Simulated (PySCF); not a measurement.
Geometries of 2 isomers of C3H10Si, from PBE0-D3(BJ)/def2-SVP geometry optimisation, gas phase in PySCF 2.14.0. One conformer each, no zero-point energy, no frequencies.

Question: Which is lower in electronic energy at this level?
A.
```xyz
14
angstrom
C      0.112    1.715   -0.484
Si    -0.088    0.107    0.473
C     -1.545   -0.875   -0.204
C      1.490   -0.913    0.361
H     -0.795    2.336   -0.416
H      0.302    1.512   -1.550
H      0.956    2.308   -0.098
H     -0.352    0.432    1.915
H     -1.701   -1.803    0.368
H     -1.371   -1.151   -1.256
H     -2.476   -0.290   -0.158
H      1.711   -1.174   -0.687
H      2.354   -0.356    0.759
H      1.402   -1.850    0.932
```
B.
```xyz
14
angstrom
C     -0.529    1.313   -0.715
C     -0.215    0.148    0.222
C     -1.082   -1.073   -0.077
Si     1.628   -0.291    0.175
H     -1.597    1.585   -0.665
H     -0.310    1.053   -1.765
H      0.054    2.214   -0.469
H     -0.415    0.472    1.261
H     -2.155   -0.827    0.002
H     -0.909   -1.445   -1.101
H     -0.882   -1.906    0.616
H      1.938   -1.385    1.149
H      2.467    0.901    0.514
H      2.008   -0.760   -1.196
```

Answer: A. That is trimethylsilane (`C[SiH](C)C`), 20.2 kcal/mol below the other.

```tsv
SMILES	atoms numbered as above	E (Eh)	relative (kcal/mol)	relative (kJ/mol)	dipole (D)
C[SiH](C)C	[CH3:1][SiH:2]([CH3:3])[CH3:4]	-409.41461	0.0	0.0	0.61
CC(C)[SiH3]	[CH3:1][CH:2]([CH3:3])[SiH3:4]	-409.38235	20.2	84.7	0.86
```
